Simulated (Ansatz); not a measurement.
The free Pd atom, lowest solution found in each spin (singlets restricted, other states unrestricted); no spin–orbit coupling, and no relativity up to Kr.

Correlated levels freeze the inner cores; with def2 sets outer-core shells near the valence are correlated too. CBS: X⁻³ extrapolation of the correlation energy, Hartree–Fock from the larger set.

Run with Ansatz (Gaussian orbitals).  In def2 rows elements past Kr take small-core potentials, without spin–orbit coupling.

```csv
level,energy of multiplicity 3 less that of multiplicity 1 (kJ/mol)
PBE/def2-TZVPP,70.4
r2SCAN/def2-TZVPP,48.1
B97M-V/def2-TZVPP,40.2
wB97X-V/def2-TZVPP,92.0
B2PLYP/def2-TZVPP,77.0
CCSD/def2-QZVPP,68.8
CCSD(T)/def2-TZVPP,69.6
CCSD(T)/def2-QZVPP,79.3
"CCSD(T)/CBS(def2-TZVPP, def2-QZVPP)",?
```

Some entries are withheld; supply them.


- CCSD(T)/CBS(def2-TZVPP, def2-QZVPP), energy of multiplicity 3 less that of multiplicity 1 (kJ/mol): 84.7

Ansatz is a first-principles code.
